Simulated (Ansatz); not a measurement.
`Cc1cc(-c2sc(-c3sc(S)cc3C)cc2C)sc1S` with charge -1. Total charge -1; doublet. Geometry r2SCAN-D4/def2-SVP, that of the neutral singlet; atoms count from 1.

Cartesian coordinates in Å:
```
C -0.1018 4.7238 3.2525
C 0.6443 3.8105 2.3317
C 0.1027 2.6079 1.8065
C 0.9562 1.9017 0.9652
C 0.6789 0.6642 0.2788
S -0.9255 -0.0182 0.4040
C -0.5035 -1.3937 -0.5799
C -1.4771 -2.4222 -0.8576
S -2.7848 -2.7169 0.2640
C -3.4098 -4.0171 -0.7066
S -4.9079 -4.8474 -0.3138
C -2.6476 -4.1871 -1.8449
C -1.5497 -3.2887 -1.9511
C -0.6044 -3.2836 -3.1139
C 0.8186 -1.2932 -0.9913
C 1.4984 -0.1415 -0.5185
C 2.9341 0.1430 -0.8398
S 2.4770 2.7476 0.8257
C 1.9382 4.0301 1.8736
S 3.0470 5.3206 2.3173
H -0.9868 5.1493 2.7496
H -0.4630 4.1784 4.1396
H 0.5389 5.5521 3.5859
H -0.9055 2.2574 2.0439
H -4.4953 -5.4236 0.8425
H -2.8814 -4.9478 -2.5931
H 0.3155 -3.8547 -2.8991
H -0.2990 -2.2594 -3.3787
H -1.0744 -3.7438 -3.9951
H 1.3112 -2.0599 -1.5906
H 3.5449 0.2530 0.0716
H 3.3628 -0.6736 -1.4381
H 3.0472 1.0772 -1.4153
H 2.8015 6.1558 1.2749
```

Single mean-field runs in def2-TZVP are fitted with def2-universal-jkfit. The highest occupied level of the charge -1 doublet lies above zero (up to 0.28 eV). By energy differences its removal costs 0.89 eV (vertical, to the charge 0 singlet, at PBE0-D4/def2-TZVP); self-interaction error and the lack of diffuse functions both raise the level.

Estimate the Mulliken populations of the heavy atoms from the PBE0/def2-TZVP orbitals of Ansatz.


```json
{"atom": "C1", "charge (e)": "-0.43", "spin (α − β)": "0.00"}
{"atom": "C2", "charge (e)": "0.09", "spin (α − β)": "-0.05"}
{"atom": "C3", "charge (e)": "-0.32", "spin (α − β)": "0.13"}
{"atom": "C4", "charge (e)": "0.05", "spin (α − β)": "0.01"}
{"atom": "C5", "charge (e)": "0.04", "spin (α − β)": "0.11"}
{"atom": "S6", "charge (e)": "-0.10", "spin (α − β)": "0.09"}
{"atom": "C7", "charge (e)": "0.17", "spin (α − β)": "0.14"}
{"atom": "C8", "charge (e)": "-0.02", "spin (α − β)": "0.00"}
{"atom": "S9", "charge (e)": "-0.04", "spin (α − β)": "0.06"}
{"atom": "C10", "charge (e)": "-0.03", "spin (α − β)": "0.15"}
{"atom": "S11", "charge (e)": "-0.28", "spin (α − β)": "0.00"}
{"atom": "C12", "charge (e)": "-0.20", "spin (α − β)": "-0.06"}
{"atom": "C13", "charge (e)": "-0.04", "spin (α − β)": "0.12"}
{"atom": "C14", "charge (e)": "-0.46", "spin (α − β)": "-0.01"}
{"atom": "C15", "charge (e)": "-0.34", "spin (α − β)": "0.02"}
{"atom": "C16", "charge (e)": "0.08", "spin (α − β)": "0.04"}
{"atom": "C17", "charge (e)": "-0.41", "spin (α − β)": "-0.01"}
{"atom": "S18", "charge (e)": "-0.06", "spin (α − β)": "0.07"}
{"atom": "C19", "charge (e)": "-0.07", "spin (α − β)": "0.13"}
{"atom": "S20", "charge (e)": "-0.29", "spin (α − β)": "0.00"}
```
Mulliken values and Mayer orders depend strongly on the basis.

Where does the spin sit?

Summed by element: C 0.73, S 0.22, H 0.05, of 1 unpaired in all. Largest on single atoms: C10 0.15, C7 0.14, C3 0.13.

And the Mayer bond orders between bonded heavy atoms (over 0.3)?

C1–C2 0.94 (1.50 Å); C2–C3 1.31 (1.42 Å); C2–C19 1.50 (1.39 Å); C3–C4 1.37 (1.39 Å); C4–C5 1.10 (1.44 Å); C4–S18 1.22 (1.75 Å); C5–S6 1.21 (1.75 Å); C5–C16 1.30 (1.40 Å); S6–C7 1.20 (1.74 Å); C7–C8 0.98 (1.44 Å); C7–C15 1.39 (1.39 Å); C8–S9 1.23 (1.75 Å); C8–C13 1.43 (1.40 Å); S9–C10 1.18 (1.74 Å); C10–S11 1.03 (1.76 Å); C10–C12 1.52 (1.38 Å); C12–C13 1.33 (1.42 Å); C13–C14 0.93 (1.50 Å); C15–C16 1.36 (1.42 Å); C16–C17 0.94 (1.50 Å); S18–C19 1.18 (1.74 Å); C19–S20 1.07 (1.76 Å).
